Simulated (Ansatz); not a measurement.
Molecule: Ga₂O, net charge 1, doublet state. SMILES of the parent species: [Ga][O][Ga]

Atoms: Ga1, O2, Ga3. Bonds: Ga1-O2, O2-Ga3.

Bond lengths (Å) and angles (degrees) optimised at HF/3-21G with Ansatz (a quantum-chemistry and plane-wave program); HF/6-31G* with LANL2DZ past Ar with Ansatz; PBE/6-31G* with LANL2DZ past Ar with Ansatz; B3LYP/LANL2DZ with Ansatz; B3LYP/6-31G* with LANL2DZ past Ar with Ansatz; MP2/6-31G* with LANL2DZ past Ar with Ansatz, each started from the B3LYP-D3(BJ)/def2-TZVP structure (Ansatz) of the last column. A row stands for all coordinates that are equal there. 6-31G* holds six Cartesian d functions. At HF/3-21G the structure is a saddle point. At HF/6-31G* with LANL2DZ past Ar the structure is a saddle point. No wavenumbers were computed at PBE/6-31G* with LANL2DZ past Ar, B3LYP/LANL2DZ, MP2/6-31G* with LANL2DZ past Ar, so these may be saddle points.

```
coordinate  HF/3-21G  HF/6-31G* with LANL2DZ past Ar  PBE/6-31G* with LANL2DZ past Ar  B3LYP/LANL2DZ  B3LYP/6-31G* with LANL2DZ past Ar  MP2/6-31G* with LANL2DZ past Ar  B3LYP-D3(BJ)/def2-TZVP
----------  --------  ------------------------------  -------------------------------  -------------  ---------------------------------  -------------------------------  ----------------------
Ga1-O2         1.733                           1.751                            1.770          1.760                              1.756                            1.749                   1.808
Ga1-O2-Ga3     180.0                           180.0                            180.0          180.0                              180.0                            180.0                   180.0
```

Mean signed difference of all 2 bond lengths from B3LYP-D3(BJ)/def2-TZVP: HF/3-21G -0.075 Å, HF/6-31G* with LANL2DZ past Ar -0.057 Å, PBE/6-31G* with LANL2DZ past Ar -0.038 Å, B3LYP/LANL2DZ -0.047 Å, B3LYP/6-31G* with LANL2DZ past Ar -0.052 Å, MP2/6-31G* with LANL2DZ past Ar -0.058 Å.
